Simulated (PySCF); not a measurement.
BaF2, SMILES [F][Ba][F].

Geometry optimised at PBE0-D3(BJ)/def2-TZVP. The isomer is the one that the SMILES or the coordinates give; other isomers of the formula were not compared. The def2 effective core potentials stand for the cores of Ba; spin–orbit coupling is left out.

The numbers are results of PBE/def2-TZVPD in PySCF, not measurements.

Symmetry labels are those of the subgroup C2v that the program uses (full group C2v).

**Question.** List the valence orbital energies around the gap with their symmetry. (The exact figures need the calculation; the answer reports its results.)

**Answer.** 
```csv
orbital,symmetry,energy (eV)
HOMO−7,A1,-17.29
HOMO−6,B2,-16.82
HOMO−5,A1,-7.33
HOMO−4,B2,-7.18
HOMO−3,A2,-7.16
HOMO−2,B1,-6.95
HOMO−1,A1,-6.79
HOMO,B2,-6.48
LUMO,A1,-1.88
LUMO+1,B1,-0.68
LUMO+2,A1,-0.65
LUMO+3,B2,-0.09
```
